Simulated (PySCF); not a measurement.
An unknown gives this computed stick spectrum. Method used: TDDFT CAM-B3LYP/def2-SVPD, vertical, gas phase, core orbitals frozen in the response (PySCF). Geometries: PBE0-D3(BJ)/def2-SVP, one conformer each.

```
state  E (eV)  λ (nm)       f
   S1    2.31   536.4  0.0000
   S2    3.97   312.0   0.411
   S3    5.58   222.1  0.0030
   S4    6.07   204.2   0.050
   S5    6.27   197.7   0.111
   S6    6.40   193.9  0.0000
   S7    6.44   192.5   0.014
   S8    6.56   189.0   0.070
   S9    6.57   188.6  0.0018
  S10    6.60   188.0   0.014
```

Question: Which candidate is it?
A. `CC(=O)c1ccsc1`
B. `CC(=S)c1ccco1`
C. `C1CCCCS1(=O)=O`

Answer: B. Its S1, at 2.31 eV, is the lowest among the candidates; the nearest of the others has S1 at 4.08 eV. S1 is HOMO→LUMO (97%). Löwdin shares by element: HOMO sulfur 76%, carbon 16% or more; LUMO carbon 46% or more, sulfur 31% (atoms not listed hold the other 23%). At the same level the other candidates give, for their lowest levels:
- `CC(=O)c1ccsc1`: 4.08 eV (f 0.000); 5.18 eV (f 0.047); 5.47 eV (f 0.152); 6.34 eV (f 0.329); 6.51 eV (f 0.004); T1 3.47 eV; HOMO -8.51, LUMO -0.47 eV
- `O=S1(=O)CCCCC1`: 7.63 eV (f 0.018); 7.90 eV (f 0.001); 8.24 eV (f 0.010); 8.25 eV (f 0.017); 8.40 eV (f 0.017); T1 7.45 eV; HOMO -9.44, LUMO 0.87 eV

The values belong to the conformer `[CH3:1][C:2](=[S:3])[c:4]1[cH:5][cH:6][cH:7][o:8]1`: C1–C2–C4–C5 179°.
Triplets come from the Tamm–Dancoff approximation.
